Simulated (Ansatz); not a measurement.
`OC1[SiH2][Se]1` + H₂ → `C1[SiH2][Se]1` + H₂O at 400 K and 1 bar (hydrogenolysis of a C–O bond).

Gas-phase electronic energies from Ansatz, PBE0-D4/def2-TZVP geometries. CBS: MP2 limit from def2 TZ/QZ plus the TZ coupled-cluster correction, frozen cores. This one scheme is used for every species. For Se outer-core shells are correlated without core-valence functions, which leaves a few kJ/mol of doubt a bond. Scalar relativity is left out up to krypton. Each species was taken in one conformer, which may not be the lowest.

| species | CCSD(T)/CBS energy (Eh) | H − E (kJ/mol) | S (J/(mol·K)) |
| --- | --- | --- | --- |
| `OC1[SiH2][Se]1` | -2805.39765 | 154.9 | 343.8 |
| H₂ | -1.17544 | 38.0 | 139.0 |
| `C1[SiH2][Se]1` | -2730.23745 | 137.2 | 312.6 |
| H₂O | -76.37941 | 69.8 | 198.6 |

H − E and S are ideal-gas, rigid-rotor, harmonic terms from PBE0-D4/def2-TZVP, for one conformer and one mirror image of each species. For small species the MP2-based limit differs from directly extrapolated CCSD(T) by up to some mEh (0.8 for H₂); such offsets cancel only in part. 1 Eh = 2625.50 kJ/mol, R = 8.31446 J/(mol·K).

Q: By hand: ΔE, ΔH, ΔS and ΔG.

A: ΔE = (-2730.23745) + (-76.37941) − (-2805.39765) − (-1.17544) = -0.04377 Eh = -114.9 kJ/mol. Δ(H − E) = 137.2 + 69.8 − 154.9 − 38.0 = 14.1, so ΔH = -100.8 kJ/mol. ΔS = 312.6 + 198.6 − 343.8 − 139.0 = 28.4 J/(mol·K). ΔG = -100.8 − 400 × (28.4)/1000 = -112.2 kJ/mol.

Q: By hand: the equilibrium constant, and the temperature at which ΔG would vanish if ΔH and ΔS stayed fixed.

A: log₁₀ K = −ΔG/(RT ln 10) = 14.7. ΔH and −TΔS have one sign here, so there is no such temperature.

ΔH outweighs TΔS. A doubt of 5 kJ/mol in ΔE shifts log₁₀ K by 0.7 here. Other conformers and mirror images would add mixing entropy, several J/(mol·K) or more a flexible species. These are equilibria of isolated gas molecules and say nothing of rates. Largest T1 diagnostic: 0.012 (customary marks: 0.02 for closed shells, 0.045 for open ones).
